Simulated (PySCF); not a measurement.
# What a mistake does to a calculation on CClGeH5Si

Calculated results; nothing here was measured. The program is PySCF 2.14.0, an open-source quantum chemistry code, run on an isolated molecule that a program drew, which may never have been made. The molecule is CClGeH5Si (charge 0, singlet), drawn as the SMILES string `Cl[Si][CH2][GeH3]`.

Each row is a Hartree-Fock (HF) and frozen-core CCSD(T) single point in the cc-pV(D+d)Z basis, meant for a local HF minimum. Run 1 is clean. Each other run has one planted mistake out of seven kinds, and not every kind appears here: one electron removed, one electron added, multiplicity raised by two, geometry at a saddle point, minimal basis STO-3G, one bond length entered in bohr, all coordinates scaled. The reference is restricted for singlets and unrestricted otherwise, and also for a bond in bohr. Adding or removing an electron swaps singlet and doublet. Electrons count all cores. HOMO and LUMO are orbital energies over both spins, the gradient is its largest component, and the lowest frequency (negative if imaginary) is given only where the gradient is small. Bond lengths are over the 8 bonds as drawn. T1 is the CCSD diagnostic: over 0.02 (restricted) or 0.045 (unrestricted) a single reference is doubtful. Germanium has the cc-pVDZ-PP basis, with a core potential (ECP10MDF) in place of its 10 inner electrons, and its 3s, 3p and 3d shells are frozen in CCSD(T).

Geometry of the clean run:
```xyz
9
CClGeH5Si, angstrom
Cl   -0.4228    1.4831    1.3651
Si    0.4751   -0.4171    1.6275
C    -1.0673   -1.4963    1.6164
Ge   -1.8363   -1.8416   -0.1858
H    -1.8781   -1.0633    2.2114
H    -0.8079   -2.4759    2.0334
H    -0.7167   -2.1390   -1.1924
H    -2.7553   -3.0625   -0.0987
H    -2.6271   -0.6242   -0.6607
```

```
run  electrons  basis functions  <S^2>  HOMO (eV)  LUMO (eV)  gradient (hartree/bohr)  lowest frequency (cm^-1)  mean bond (Å)  longest bond (Å)      T1  HF (hartree)  CCSD(T) (hartree)                     mistake
  1         74              108  0.000      -9.13       0.72                  1.1e-05                        34         1.5967             2.118  0.0126   -1082.60423        -1083.14168                    no fault
  2         73              108  0.770     -16.69      -6.93                  5.4e-02                         -         1.5967             2.118  0.0214   -1082.30983        -1082.82485        one electron removed
  3         74              108  2.006      -7.78      -0.16                  2.2e-02                         -         1.5967             2.118  0.0163   -1082.55876        -1083.07242  multiplicity raised by two
  4         74              108  1.051      -8.98       0.70                  7.0e-03                         -         1.7666             2.886  0.0537   -1082.50096        -1083.02461                           ?
```

**Which mistake was planted in run 4, and what did it cost?**

The mean bond changes by a factor of 1.106 and the longest by 1.363, so the molecule wasn't scaled as a whole. A length L in bohr read as angstrom grows by (1/0.5292 - 1) L = 0.890 L. The 8 bonds together grew by 8 x 0.1699 = 1.359 Å, which gives L = 1.528 Å. That is the length of one of the Ge-H bonds, 1.527 Å in the clean geometry. So the mistake is: one bond length entered in bohr. Subtracting run 1 and multiplying by 627.51 kcal/mol a hartree, the energy moved by 64.8 kcal/mol in HF and 73.5 kcal/mol in CCSD(T).

Cautions from the logs. Run 4: T1 is over the limit, so its CCSD(T) energy is less reliable.
